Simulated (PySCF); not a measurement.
SMILES [F][GeH]([F])[Cl], singlet, PBE0/def2-SVP optimised geometry.

```
5

Ge    -0.53    -0.59     0.00
F      1.19    -0.59     0.00
F     -0.98    -1.30    -1.50
Cl    -1.19     1.42     0.00
H     -1.06    -1.42     1.16
```

Density from PBE0/def2-TZVP in PySCF at that geometry.

Minimum of the electron density along straight lines between bonded atoms, close to the bond critical point (lines longer than 1.1 times the sum of covalent radii, or with two minima, are not listed):

| bond | length / Å | ρ at the minimum / e bohr⁻³ | ∇²ρ there / e bohr⁻⁵ | position (fraction from the first atom) |
|---|---|---|---|---|
| Ge1–F2 | 1.718 | 0.150 | 0.86 | 0.48 |
| Ge1–F3 | 1.718 | 0.150 | 0.86 | 0.48 |
| Ge1–Cl4 | 2.120 | 0.113 | 0.18 | 0.43 |
| Ge1–H5 | 1.521 | 0.143 | 0.01 | 0.59 |
